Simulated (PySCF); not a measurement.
## Computed properties of Be(Cl)(SH) (BeClHS), SMILES [Be]([Cl])[SH]

BeClHS, SMILES [SH][Be][Cl]. Geometry: r2SCAN-D4/def2-TZVP. Other conformers were not sampled. All values are computed for the isolated molecule unless a solvent is named; none is compared with measurement here.

**Structure.** The optimised structure has Cs symmetry. All 6 harmonic modes at r2SCAN-D4/def2-TZVP (PySCF) are real, so it is a minimum. With heavy atoms numbered as in [Be:1]([Cl:2])[SH:3], the shortest bond between them is Be1–Cl2 at 1.808 Å and the longest Be1–S3 at 1.902 Å.

**Vibrations.** The strongest infrared lines (harmonic, unscaled, degenerate partners summed) lie at 1083 cm⁻¹ (375 km/mol, Be 88 %), 202 cm⁻¹ (35 km/mol, Be 77 %, H 13 %), 238 cm⁻¹ (30 km/mol, Be 88 %). The softest mode is at 202 cm⁻¹ and the zero-point energy is 7.4 kcal/mol.

**Electronic structure.** CAM-B3LYP/def2-TZVPD (PySCF) places the frontier levels at -9.25 and -0.08 eV, a gap of 9.17 eV, and gives a dipole moment of 0.79 D and a mean polarisability of 50.2 bohr³.

**Excitations.** TDA-ωB97X/def2-TZVPD (PySCF) has S1 at 5.96 eV (208 nm, f = 0.002, weak); the most intense of the 10 singlets computed lies at 8.30 eV (f = 0.22). T1 (TDA) is at 5.64 eV, 0.32 eV under S1. No vertical singlet excitation falls in the visible range (under 3.1 eV).

**NMR.** GIAO shifts at HF/pcSseg-2 (PySCF) (non-relativistic, atoms alike by connectivity averaged): ¹H at 0.4 ppm against TMS. Without spin–orbit terms, shifts of atoms bonded to Cl or Br come out too high.
